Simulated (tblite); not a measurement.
C4H8F2SSi.
Z-matrix (Å and degrees, GFN2-xTB geometry), rows numbered from 1:
```
C 
C   1  1.5155
F   2  1.3919  1  108.48
C   2  1.5215  1  114.92  3   120.11
Si  4  1.8986  2  106.24  1   170.21
F   5  1.6150  4  109.27  2  -142.89
C   5  1.9032  4   98.70  2   -28.72
S   7  1.8285  5  107.51  4     0.85
H   1  1.0877  2  109.64  3    55.56
H   1  1.0862  2  109.68  3   175.19
H   1  1.0883  2  109.95  3   -64.13
H   4  1.0895  2  108.67  1   -66.57
H   4  1.0904  2  108.68  1    50.62
H   5  1.4490  4  117.00  2    95.29
H   7  1.0877  5  113.18  4  -116.37
H   7  1.0880  5  113.42  4   119.67
```

Computed values, GFN2-xTB/tblite, gas phase, harmonic and unscaled. Against measured fundamentals such values can be off by several per cent, at times by over 20. Modes of hydrogen on silicon can be 10 to 20 % off. One conformer, not necessarily the lowest.

Harmonic wavenumbers (cm⁻¹): 41.5, 79.7, 167.7, 185.0, 198.5, 243.5, 289.9, 325.9, 354.2, 386.3, 493.7, 571.0, 601.6, 623.6, 692.0, 712.2, 754.0, 770.1, 798.6, 830.8, 842.8, 939.5, 1028.9, 1040.0, 1082.9, 1151.9, 1156.0, 1177.1, 1247.0, 1394.6, 1432.4, 1440.1, 1463.7, 1476.7, 2394.2, 2992.1, 2994.5, 2998.7, 3009.0, 3027.3, 3043.4, 3054.7.

A = 2354, B = 1074, C = 926.4 MHz; mass 154.008 u (most abundant isotopes); point group C1, symmetry number 1.

Problem. Zero-point energy?

Solution. Half the sum of the wavenumbers: 24754 cm⁻¹ = 70.77 kcal/mol.

Problem. What is S at 298.15 K and 1 bar for an ideal gas of classical rigid rotors and harmonic oscillators?

Solution. Translation 41.03, rotation 29.31, vibration 26.96: S = 97.3 cal/(mol K).

Problem. And Cp and H(298.15 K) − H(0)?

Solution. Cp = 37.68 cal/(mol K), of which vibrations give 29.73 (their classical limit is 42 R = 83.5); H(298.15 K) − H(0) = 6.74 kcal/mol without the zero-point energy, 4.37 from vibrations.

Problem. Blend soft modes into free rotors: weight 1/[1 + (100 cm⁻¹/ν̃)⁴] for the oscillator and the rest for a rotor with moment μB/(μ + B), μ = h/(8π²ν), B = 10⁻⁴⁴ kg m². What vibrational entropy results?

Solution. 24.97 cal/(mol K) in place of 26.96, which changes −T·S at 298.15 K by +0.59 kcal/mol.

Problem. Which modes carry the vibrational entropy at 298.15 K?

Solution. 41.5 cm⁻¹: 5.19; 79.7 cm⁻¹: 3.90; 167.7 cm⁻¹: 2.46; 185.0 cm⁻¹: 2.28; 198.5 cm⁻¹: 2.15; 243.5 cm⁻¹: 1.78 cal/(mol K); the other 36 give 9.21 together.

Problem. What must be added to the electronic energy to get the Gibbs energy at 298.15 K and 1 bar?

Solution. ZPE + [H(298.15 K) − H(0)] − T·S = 70.77 + 6.74 − 29.01 = 48.50 kcal/mol.

Hindered rotation and anharmonicity are outside this model. Other conformers, if any are populated, would add a mixing term that is left out. The structure is chiral; the term R ln 2 for an equal mix with its mirror image is left out.

Hardware: one thread of an Arm Neoverse N1 (shared host). Cost: 0.99 s wall. This covers the Hessian and the dipole derivatives.
